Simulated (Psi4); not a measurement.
Level of theory: SAPT0/jun-cc-pVDZ, frozen core (Psi4).

Psi4 input:

```
molecule {
0 1
F 0.46223909 -0.00000000 0.00000000
H -0.46223909 0.00000000 -0.00000000
--
0 1
Ge 3.76225382 -0.49403685 -1.26545776
H 3.34585548 -0.02632077 0.13694817
H 5.14256815 0.08504663 -1.60939088
H 3.82891316 -2.02818102 -1.29468566
H 2.73167691 -0.00669993 -2.29468548
units angstrom
symmetry c1
no_reorient
no_com
}
set basis jun-cc-pvdz
set scf_type df
set freeze_core true
energy('sapt0')
```

Part of the output:

```
    SAPT Results
  --------------------------------------------------------------------------------------------------------
    Electrostatics                 -0.75718508 [mEh]      -0.47514081 [kcal/mol]      -1.98798916 [kJ/mol]
      Elst10,r                     -0.75718508 [mEh]      -0.47514081 [kcal/mol]      -1.98798916 [kJ/mol]

    Exchange                        1.46221711 [mEh]       0.91755509 [kcal/mol]       3.83905050 [kJ/mol]
      Exch10                        1.46221711 [mEh]       0.91755509 [kcal/mol]       3.83905050 [kJ/mol]
      Exch10(S^2)                   1.46111263 [mEh]       0.91686202 [kcal/mol]       3.83615069 [kJ/mol]

    Induction                      -0.28335928 [mEh]      -0.17781063 [kcal/mol]      -0.74395969 [kJ/mol]
      Ind20,r                      -0.60328440 [mEh]      -0.37856668 [kcal/mol]      -1.58392297 [kJ/mol]
      Exch-Ind20,r                  0.45103970 [mEh]       0.28303169 [kcal/mol]       1.18420457 [kJ/mol]
      delta HF,r (2)               -0.13111458 [mEh]      -0.08227564 [kcal/mol]      -0.34424129 [kJ/mol]

    Dispersion                     -0.59550267 [mEh]      -0.37368357 [kcal/mol]      -1.56349205 [kJ/mol]
      Disp20                       -0.67210734 [mEh]      -0.42175372 [kcal/mol]      -1.76461758 [kJ/mol]
      Exch-Disp20                   0.07660467 [mEh]       0.04807016 [kcal/mol]       0.20112553 [kJ/mol]
      Disp20 (SS)                  -0.33605367 [mEh]      -0.21087686 [kcal/mol]      -0.88230879 [kJ/mol]
      Disp20 (OS)                  -0.33605367 [mEh]      -0.21087686 [kcal/mol]      -0.88230879 [kJ/mol]
      Exch-Disp20 (SS)              0.03706570 [mEh]       0.02325908 [kcal/mol]       0.09731599 [kJ/mol]
      Exch-Disp20 (OS)              0.03953897 [mEh]       0.02481108 [kcal/mol]       0.10380954 [kJ/mol]

  Total HF                          0.42167275 [mEh]       0.26460364 [kcal/mol]       1.10710164 [kJ/mol]
  Total SAPT0                      -0.17382993 [mEh]      -0.10907993 [kcal/mol]      -0.45639041 [kJ/mol]
```
